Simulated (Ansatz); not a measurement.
Consider the ligand exchange at a Ge–I bond: `[F][Ge]([F])([Cl])[I]` + NH₃ → `[NH2][Ge]([F])([F])[Cl]` + HI.

Gas-phase electronic energies from Ansatz, PBE0-D4/def2-TZVP geometries. CBS: MP2 limit from def2 TZ/QZ plus the TZ coupled-cluster correction, frozen cores. This one scheme is used for every species. DFT in def2-TZVPP. Elements past krypton have def2 core potentials. For Ge, I outer-core shells are correlated without core-valence functions, which leaves a few kJ/mol of doubt a bond. Scalar relativity is left out up to krypton. Each species was taken in one conformer, which may not be the lowest.

CCSD(T)/CBS gives +0.51 eV.

Question: Another level gave +0.60 eV. Which?
A. ωB97M-V/def2-TZVPP
B. PBE0/def2-TZVPP
C. PBE-D4/def2-TZVPP
D. RPA@PBE/def2-TZVPP

Answer: C. PBE-D4 0.60, RPA@PBE/def2-TZVPP 0.40, ωB97M-V 0.49, PBE0 0.54 eV.

Largest T1 diagnostic among the species: 0.011.

At CCSD(T), def2-SVP lies −0.16 eV from the extrapolated value and def2-TZVPP −0.09 eV. From PBE to PBE0 (25 % exact exchange), in def2-TZVPP and without D4, ΔE moves by −0.04 eV. The D4 term adds +0.04 eV with B3LYP and +0.02 eV with PBE0; it sums over pairs of atoms, weighted by their polarisabilities, and B3LYP, whose exchange is more repulsive, gets the larger term.

B3LYP here is the variant with VWN-RPA as its local correlation; programs differ in this.

CCSD(T)/CBS has its own doubt, a few kJ/mol and more with outer-core shells, so smaller differences from it don't rank the levels.
